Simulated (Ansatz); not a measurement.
This geometry of CH7ClSSi2 (12 atoms, charge 0, multiplicity 1) is a first-order saddle point.

Computed with RKS PBE/def2-SVP in Ansatz 0.2.0.

```xyz
12
Properties=species:S:1:pos:R:3
Si -1.999 0.706 -0.460
S -1.223 -1.036 0.553
C 0.476 -1.131 -0.162
Si 1.825 0.002 0.599
Cl 1.055 1.250 2.075
H -1.992 0.503 -1.954
H -1.217 1.953 -0.151
H -3.410 0.839 0.036
H 0.439 -0.982 -1.262
H 0.791 -2.183 -0.001
H 2.436 0.866 -0.467
H 2.896 -0.844 1.226
```

Q: Which two structures does it join? (They come from a converged band through this point; their orientation in space is the band's.)

A: No bond is made or broken. The dihedral S2–C3–Si4–Cl5 goes from -71 to 64°.

First end point:

```xyz
12
Properties=species:S:1:pos:R:3
Si -2.073 0.668 -0.131
S -1.083 -1.173 0.448
C 0.559 -1.073 -0.395
Si 1.862 -0.068 0.538
Cl 1.357 1.959 0.448
H -1.721 0.991 -1.559
H -1.778 1.854 0.741
H -3.536 0.338 -0.015
H 0.444 -0.712 -1.439
H 0.912 -2.126 -0.461
H 3.207 -0.226 -0.118
H 1.927 -0.487 1.976
```

Last end point:

```xyz
12
Properties=species:S:1:pos:R:3
Si -2.058 0.679 -0.454
S -1.141 -0.924 0.662
C 0.502 -1.047 -0.188
Si 1.814 0.089 0.575
Cl 2.188 -0.504 2.534
H -2.128 0.336 -1.920
H -1.323 1.987 -0.319
H -3.439 0.807 0.120
H 0.400 -0.858 -1.279
H 0.821 -2.104 -0.080
H 1.342 1.512 0.582
H 3.098 -0.027 -0.200
```

Q: How far does it lie above each of them?

A: 0.130 eV above the first and 0.102 eV above the second. This is the barrier of this one path; another mechanism may lie lower.

The run took 2.8 min on 2 threads of AMD EPYC 9R14 (Zen 4), with other jobs on the host, peak memory 0.2 GiB.
